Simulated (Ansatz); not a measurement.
(LiCl)3 ring (Li₃Cl₃). Total charge 0; singlet. Geometry PBE-D4/def2-SVP.

```xyz
6

Li   -1.361    0.341    1.285
Cl   -0.053   -1.232    2.028
Li    1.318   -1.329    0.341
Cl    1.698   -0.426   -1.603
Li    0.043    0.988   -1.627
Cl   -1.644    1.657   -0.425
```

Problem. Estimate the orbital energies around the gap (eV) in Ansatz with PBE-D4/def2-TZVP, r2SCAN-D4/def2-TZVPD, r2SCANh-D4/def2-TZVP, BHLYP-D4/def2-TZVP, ωB97M-V/def2-TZVP.

Solution. 
| orbital | PBE-D4/def2-TZVP | r2SCAN-D4/def2-TZVPD | r2SCANh-D4/def2-TZVP | BHLYP-D4/def2-TZVP | ωB97M-V/def2-TZVP |
| --- | --- | --- | --- | --- | --- |
| HOMO−13 | -50.81 | -52.36 | -53.92 | -59.37 | -57.77 |
| HOMO−12 | -50.81 | -52.36 | -53.92 | -59.37 | -57.77 |
| HOMO−11 | -18.95 | -19.83 | -20.75 | -23.87 | -24.19 |
| HOMO−10 | -18.95 | -19.83 | -20.75 | -23.87 | -24.19 |
| HOMO−9 | -18.95 | -19.83 | -20.74 | -23.87 | -24.19 |
| HOMO−8 | -7.92 | -8.25 | -8.80 | -10.61 | -11.72 |
| HOMO−7 | -7.88 | -8.21 | -8.77 | -10.61 | -11.64 |
| HOMO−6 | -7.81 | -8.13 | -8.68 | -10.49 | -11.53 |
| HOMO−5 | -7.81 | -8.13 | -8.68 | -10.49 | -11.53 |
| HOMO−4 | -7.40 | -7.72 | -8.26 | -10.06 | -11.08 |
| HOMO−3 | -7.40 | -7.72 | -8.26 | -10.05 | -11.08 |
| HOMO−2 | -7.30 | -7.62 | -8.16 | -9.96 | -11.05 |
| HOMO−1 | -7.09 | -7.42 | -7.96 | -9.73 | -10.79 |
| HOMO | -7.09 | -7.42 | -7.96 | -9.73 | -10.79 |
| LUMO | -1.21 | -0.61 | -0.47 | -0.28 | 0.17 |
| LUMO+1 | -0.45 | 0.04 | 0.31 | 0.42 | 0.73 |
| LUMO+2 | -0.45 | 0.05 | 0.31 | 0.42 | 0.73 |
| LUMO+3 | 0.20 | 0.33 | 0.89 | 1.33 | 1.91 |
| LUMO+4 | 0.21 | 0.58 | 0.92 | 1.50 | 2.11 |
| LUMO+5 | 0.73 | 0.92 | 1.51 | 1.85 | 2.43 |
